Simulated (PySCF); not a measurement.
C3H7BF2, SMILES C(B(F)F)(C)C.

Geometry: PBE0-D3(BJ)/def2-SVP. The values are those of a single conformer.

Method: M06-2X/def2-TZVP run with PySCF.

```json
{
 "total_energy": "-343.21112 hartree",
 "point_group": "Cs",
 "highest_occupied_level": "-10.28 eV",
 "lowest_empty_level": "0.88 eV",
 "orbital_gap": "11.16 eV",
 "dipole_moment": "1.68 D",
 "quadrupole, principal values (traceless, Buckingham form, about the centre of nuclear charge)": "-2.57, -1.93, 4.51 D·Å",
 "mean_static_polarisability": "49.0 bohr³ (7.26 Å³)",
 "polarisability_principal_values": "43.2, 50.9, 52.8 bohr³"
}
```
